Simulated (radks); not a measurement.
The numbers below are computed, except where a source is named.
Spherical quantum dot in the effective-mass picture: electrons in a well V = -V0 / (1 + exp((r - R)/a)) with V0 = 14.4, R = 3.56, a = 0.14, all in effective atomic units (hartree* = m*/eps^2 hartree, bohr* = eps/m* bohr), one dielectric constant everywhere. Level of theory: non-relativistic Kohn-Sham, LDA (Slater exchange, Perdew-Wang correlation), spin-polarised, spherical densities (a radial shooting solver with Libxc functionals). Levels are named by radial order and angular momentum (1s, 1p, 1d, 2s, ...), and open shells are averaged over m.

N = 6, configuration 1s2 1p(up 3, down 1). This is the lowest configuration that the search found. Occupied and some empty levels:

| level | occupation | eigenvalue (hartree*) | <r> (bohr*) |
|---|---|---|---|
| 1s up | 1 | -11.864 | 2.062 |
| 1s down | 1 | -11.807 | 2.058 |
| 1p up | 3 | -11.566 | 2.272 |
| 1p down | 1 | -11.507 | 2.274 |
| 1d up | 0 | -11.127 | 2.419 |
| 1d down | 0 | -11.069 | 2.423 |
| 2s up | 0 | -10.649 | 1.721 |
| 2s down | 0 | -10.609 | 1.720 |
| 1f up | 0 | -10.569 | 2.532 |
| 1f down | 0 | -10.513 | 2.536 |

Energy (hartree*): total -76.6570, kinetic 3.5793, external -85.681, Hartree 7.3716, exchange-correlation -1.9271.

Electron density:

| r (bohr*) | n(r) (e/bohr*^3) |
|---|---|
| 0.0911 | 0.02694 |
| 0.434 | 0.03116 |
| 0.778 | 0.04025 |
| 1.12 | 0.05237 |
| 1.46 | 0.06406 |
| 1.81 | 0.07036 |
| 2.15 | 0.06622 |
| 2.49 | 0.05000 |
| 2.84 | 0.02697 |
| 3.18 | 0.008090 |
| 3.52 | 0.0008553 |
| 3.87 | 0.00003113 |
| 4.21 | 8.199e-07 |
| 4.55 | 2.105e-08 |
